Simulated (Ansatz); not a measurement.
Born–Oppenheimer molecular dynamics of CH$_{5}$AlBBrSi (10 atoms, charge 0, multiplicity 1). It starts at the highest image of a converged band. Of that band: The profile has 2 maxima (images 1, 4) with wells between them (image 2): this band takes more than one step, which may be the mechanism or a detour left from its start path. Neighbouring images differ by up to 3.5 eV, so the band resolves the path poorly. A vibrational analysis at the climbing image gives one clearly imaginary mode, 812i cm⁻¹: a first-order saddle point.

The calculation used RHF/def2-mTZVP in Ansatz.

```
ensemble                      : NVE (velocity Verlet)
time step                     : 0.5 fs
steps asked                   : 200
starting velocities drawn for : 300 K
seed                          : 4629
```

First frame:

```xyz
10
Properties=species:S:1:pos:R:3
Br -2.159 -1.171 1.570
Al 0.727 0.200 1.654
B 1.157 -1.163 0.105
C 0.438 -0.021 -0.730
Si -0.656 1.461 0.053
H 1.549 -2.197 -0.299
H 1.245 0.440 -1.306
H -0.239 -0.505 -1.434
H -2.028 0.221 0.814
H 0.049 2.684 -0.424
```

Problem. How far do the bonds stretch over the last three quarters of this one trajectory? (Pairs bonded in most of those frames.)

Solution. 
```json
{"bond": "Br1–H9", "mean (Å)": "1.429", "spread (Å)": "0.014", "shortest": "1.41", "longest": "1.46"}
{"bond": "Al2–B3", "mean (Å)": "2.105", "spread (Å)": "0.048", "shortest": "2.02", "longest": "2.18"}
{"bond": "Al2–C4", "mean (Å)": "2.389", "spread (Å)": "0.046", "shortest": "2.32", "longest": "2.45"}
{"bond": "Al2–Si5", "mean (Å)": "2.523", "spread (Å)": "0.056", "shortest": "2.41", "longest": "2.58"}
{"bond": "B3–C4", "mean (Å)": "1.585", "spread (Å)": "0.015", "shortest": "1.56", "longest": "1.61"}
{"bond": "B3–H6", "mean (Å)": "1.182", "spread (Å)": "0.007", "shortest": "1.17", "longest": "1.19"}
{"bond": "C4–Si5", "mean (Å)": "2.029", "spread (Å)": "0.025", "shortest": "1.99", "longest": "2.08"}
{"bond": "C4–H7", "mean (Å)": "1.098", "spread (Å)": "0.039", "shortest": "1.04", "longest": "1.16"}
{"bond": "C4–H8", "mean (Å)": "1.093", "spread (Å)": "0.012", "shortest": "1.07", "longest": "1.12"}
{"bond": "Si5–H10", "mean (Å)": "1.509", "spread (Å)": "0.006", "shortest": "1.50", "longest": "1.52"}
```

Mean temperature of the second half: 334 K. The conserved energy stayed within 0.15 meV per atom of its start (net change 0.035 meV per atom), so the integration is sound. A run of 0.1 ps of so small a system gives no equilibrium averages. The orbitals stay closed-shell, which can raise the energy where a bond breaks towards radicals; this wasn't checked here.

Run time: 8.8 min on 2 threads of Arm Neoverse V1 (shared host), peak memory 0.41 GiB.
